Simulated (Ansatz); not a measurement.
`C[CH2][Ge]([F])([F])[F]` and `[F][Ge]([F])([F])[SiH3]` differ in one atom or group.

Ansatz, PBE0-D4/def2-TZVP geometries, multiplicity 1. Each molecule was computed in one conformer, which needn't be the lowest.

Scalar relativity is left out up to krypton.

```json
{"property": "HOMO energy (PBE/def2-TZVPP) / eV", "`C[CH2][Ge]([F])([F])[F]`": "-8.28"}
{"property": "LUMO energy (PBE0/def2-TZVPP) / eV", "`C[CH2][Ge]([F])([F])[F]`": "-0.13"}
{"property": "LUMO energy (PBE/def2-TZVPP) / eV", "`C[CH2][Ge]([F])([F])[F]`": "-1.19"}
{"property": "HOMO–LUMO gap (B3LYP/def2-TZVPP) / eV", "`C[CH2][Ge]([F])([F])[F]`": "9.00"}
{"property": "LUMO energy (B3LYP/def2-TZVPP) / eV", "`C[CH2][Ge]([F])([F])[F]`": "-0.52"}
{"property": "zero-point energy (PBE0-D4/def2-TZVP) / kJ/mol", "`C[CH2][Ge]([F])([F])[F]`": "191.8"}
```

What does the change do to each property? (Estimate.)

Ansatz gave: 
```csv
property,`[F][Ge]([F])([F])[SiH3]`,shift
HOMO energy (PBE/def2-TZVPP) / eV,-8.33,-0.05
LUMO energy (PBE0/def2-TZVPP) / eV,-0.74,-0.61
LUMO energy (PBE/def2-TZVPP) / eV,-1.71,-0.52
HOMO–LUMO gap (B3LYP/def2-TZVPP) / eV,8.46,-0.54
LUMO energy (B3LYP/def2-TZVPP) / eV,-1.05,-0.53
zero-point energy (PBE0-D4/def2-TZVP) / kJ/mol,84.5,-107.3
```

The zero-point energy changes by -107.3 kJ/mol with -9 modes.

Positive LUMOs are unbound, so they and the gaps depend on the basis.

B3LYP here is the variant with VWN-RPA as its local correlation; programs differ in this.
